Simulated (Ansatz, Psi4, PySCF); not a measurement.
C2HO2 (SMILES O=[C-]C=O), charge -1, singlet, geometry from GFN2-xTB (in this run its highest filled SCF level lies above zero, so its values depend strongly on the basis, on diffuse functions most of all). Base run: BHANDHLYP/6-31G** run with PySCF.

PySCF was given this input:
```python
from pyscf import gto, scf, dft

mol = gto.M(
    atom='''
C     0.31713830    0.54782505   -0.19540831
C    -0.03599745   -0.70869134    0.06198081
O     0.81236598    1.62949696    0.08359265
O    -1.13968581   -1.34581562    0.02327185
H     0.93171368   -1.30425298   -0.05435090
''',
    basis='6-31g**',
    charge=-1,
    verbose=4,
)

mf = dft.RKS(mol)
mf.xc = 'bhandhlyp'
mf.kernel()
```

The same geometry, method and basis name were run in Ansatz (a quantum-chemistry and plane-wave program) and Psi4 and PySCF, at each program's defaults and at the settings that a row names. The base is PySCF at its defaults. Differences at the defaults can come from grids, fitting, cores and function types together.

```csv
code and settings,ΔE vs base (mEh),basis functions,E (Eh),SCF cycles
"PySCF, defaults (exact integrals, its default grid, spherical functions)",0.000,61,-227.05876,14
"Psi4, defaults (density fitting with its default set, its default grid, Cartesian functions)",…,65,…,11
"Ansatz, defaults (factorised integrals, its default grid, Cartesian functions)",-2.916,65,-227.06168,-
"PySCF, density fitting with def2-universal-jkfit",0.043,61,-227.05872,14
"PySCF, fine grid",0.000,61,-227.05876,14
"Psi4, exact integrals, spherical functions, fine grid",0.000,61,-227.05876,15
"Ansatz, high accuracy, Cartesian functions as the basis file defines them",-2.926,65,-227.06169,-
```

Problem. Complete the blanks.

Solution. 
- Psi4, defaults (density fitting with its default set, its default grid, Cartesian functions), ΔE vs base (mEh): -2.761
- Psi4, defaults (density fitting with its default set, its default grid, Cartesian functions), E (Eh): -227.06153
